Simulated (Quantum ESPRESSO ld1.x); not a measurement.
Question: Er II, 67 electrons, occupied as [Xe] 4f12 6s1 (the NIST ground configuration). All-electron calculation, scalar-relativistic Kohn-Sham, LDA (Slater exchange, VWN5 correlation), spin-polarised, spherical densities, point nucleus; open shells are filled with parallel spins first. Program: ld1.x of Quantum ESPRESSO 7.5. Some entries of the table are withheld. Estimate them.

orbital,occ.,eigenvalue (hartree),<1/r> (bohr^-1),<r> (bohr)
1s up,1,-2106.91,77.52,0.02038
1s down,1,-2106.91,77.52,0.02038
2s up,1,-354.194,18.04,0.08651
2s down,1,-354.193,18.04,0.08651
2p up,3,-313.418,16.67,0.07674
2p down,3,-313.417,16.67,0.07674
3s up,1,-79.5417,6.650,0.2256
3s down,1,-79.5096,6.652,0.2255
3p up,3,-67.1395,6.215,0.2247
3p down,3,-67.1076,6.217,0.2246
3d up,5,-51.5850,5.893,0.2039
3d down,5,-51.5601,5.895,0.2038
4s up,1,-15.8896,2.813,0.5084
4s down,1,-15.8250,2.812,0.5084
4p up,3,-11.8085,2.573,0.5394
4p down,3,-11.7450,2.572,0.5395
4d up,5,-6.34246,2.271,0.5839
4d down,5,-6.28044,2.270,0.5843
5s up,1,-2.17301,1.062,1.250
5s down,1,-2.14117,1.057,1.254
5p up,3,-1.23251,0.8758,1.493
5p down,3,-1.20664,0.8726,1.496
4f up,7,-0.39209,1.652,(1)
6s up,1,-0.35502,0.3522,3.556
4f down,5,-0.33760,1.638,(2)
6s down,0,-0.32400,0.3481,3.617
5d up,0,-0.26534,0.4731,2.764
5d down,0,-0.23933,0.4745,2.772
6p up,0,-0.21572,0.2731,4.566
6p down,0,-0.19152,0.2598,4.793

Answer: 
(1) 4f up <r> (bohr): 0.8205
(2) 4f down <r> (bohr): 0.8339
